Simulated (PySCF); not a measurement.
**Structure elucidation problem**

An unknown has the formula C₆H₁₄Si₂. Its calculated NMR data are:

¹H NMR (300 MHz, computed): δ 6.52 (q, 1H), 4.28 (s, 3H), 4.15 (d, 3H), 3.10 (m, 1H), 2.07 (m, 2H), 2.03 (m, 2H), 1.90 (m, 1H), 1.71 (m, 1H).

¹³C{¹H} NMR (computed): δ 174.3, 142.2, 46.1, 30.5, 20.6.

- shielding tensors at PBE0/pcSseg-1 (GIAO)
- coordinates at the PBE0-D3(BJ)/def2-SVP level
- program: PySCF 2.14.0 with density-fitted response routines
- one conformer, in vacuum, non-relativistic Hamiltonian, equivalent nuclei averaged

References, each an isolated molecule treated in the same way: ¹H (σ = 31.27 ppm), ¹³C (σ = 184.41 ppm) vs TMS.

Which of these isomers gave the spectra?
A. [SiH3]/C=C(/[SiH3])C1CCC1
B. C1C[SiH]2CC[SiH]1CC2
C. CC(C)(C)[SiH2]C#C[SiH3]

Results:

A. 

- Rings plus π bonds: 2 (1 ring in the answer).
- 5 carbon signals for 6 carbons: some carbons are equivalent by symmetry or fast rotation.
- Carbon types of the structure: 1 × C, 2 × CH, 3 × CH2, leaving 6 H on heteroatoms.
- δC 174.3: fully substituted alkene carbon.
- δC 142.2: alkene CH; an sp2 carbon of a C=C bond.
- δC 46.1: allylic sp3 CH; a saturated carbon with 3 carbon neighbours and no heteroatom attached.
- δC 30.5, 20.6: sp3 CH2 in a ring; saturated and bonded to C and H only.
- δH 3.10: hydrogen on an allylic sp3 CH; allylic position.

The others: C1C[SiH]2CC[SiH]1CC2 would give 1 carbon signal, not 5; CC(C)(C)[SiH2]C#C[SiH3] would give 4 carbon signals, not 5.

Shifts are as computed. Against solution values, carbons near 30 ppm lie about +2 ppm off and those near 130 ppm about +5 ppm. Of 1211 compounds with measured shifts, 218 miss one by over three times the rms of a fit or turn the order of signals round; such compounds aren't used in these exercises. Multiplicities follow the n + 1 count of equivalent neighbours, as no J values were calculated; m marks all less simple cases, F and P coupling included.
